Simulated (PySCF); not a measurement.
**Calculated NMR parameters of O[SiH2]C(F)(F)C(F)(F)F**

```yaml
Formula: C2H3F5OSi
SMILES: O[SiH2]C(F)(F)C(F)(F)F
Point_group_of_the_computed_structure: C1
Degrees_of_unsaturation: 0
Carbon_signals: 2
Proton_signals: 2
```

Atom-mapped SMILES (the numbers label the heavy atoms): `[OH:1][SiH2:2][C:3]([F:4])([F:5])[C:6]([F:7])([F:8])[F:9]`. Hydrogens are named by the atom that carries them.

[PySCF 2.14: geometry: GFN2-xTB; GIAO PBE0/pcSseg-1 shieldings; isolated molecule; rapidly exchanging positions averaged; a single conformation; non-relativistic Hamiltonian]

δ = σ(ref) − σ, references computed at the same level: 1H (31.72 ppm) and 13C (186.93 ppm) and 29Si (349.16 ppm) vs TMS; CFCl3 for 19F (170.95 ppm); 17O (336.08 ppm) vs H2O.

| carbon | δC, type | δH (multiplicity) | HMBC from (2–3 bonds) | span of the C tensor (ppm) |
| --- | --- | --- | --- | --- |
| C3 | 124.8, C | – | H(Si2) | 25 |
| C6 | 130.2, C | – | H(Si2) | 14 |

Other nuclei:
```
   atoms  nucleus                           environment  δ (ppm)  σ (ppm)
  H(Si2)       1H  hydrogen on a silicon bonded to C, O     4.99    26.72
   H(O1)       1H    hydrogen on an oxygen bonded to Si     2.06    29.66
F7/F8/F9      19F               fluorine of a CF3 group    -93.7    264.6
   F4/F5      19F               fluorine of a CF2 group   -155.7    326.7
     Si2     29Si           silicon bonded to C, O, 2 H    -31.5    380.7
      O1      17O                oxygen bonded to Si, H     13.0    323.1
```

Carbon types of the structure: 2 × C, leaving 3 H on heteroatoms. δC 130.2: CF3 carbon; 3 electronegative neighbours deshield it. δC 124.8: fully substituted sp3 carbon bonded to 2 F and Si; 2 electronegative neighbours deshield it. δH 4.99: hydrogen on a silicon bonded to C, O. δH 2.06: hydrogen on an oxygen bonded to Si; labile proton, position sensitive to the medium.

OH/NH shifts are gas-phase values; hydrogen bonding in solution moves them, usually downfield. Splittings by 19F in the carbon and heteronuclear signals aren't shown, as no couplings were computed. Shifts are as computed. Against solution values, carbons near 30 ppm lie about +3 ppm off and those near 130 ppm about +5 ppm. Of 1211 compounds with measured shifts, 218 miss one by over three times the rms of a fit or turn the order of signals round; such compounds aren't used in these exercises. Unscaled 19F shifts against computed CFCl3 carry errors that often reach 10 to 50 ppm. Experimental scales use liquid or dissolved standards, which lie at an offset from isolated H2O (liquid H2O: subtract about 36 ppm).
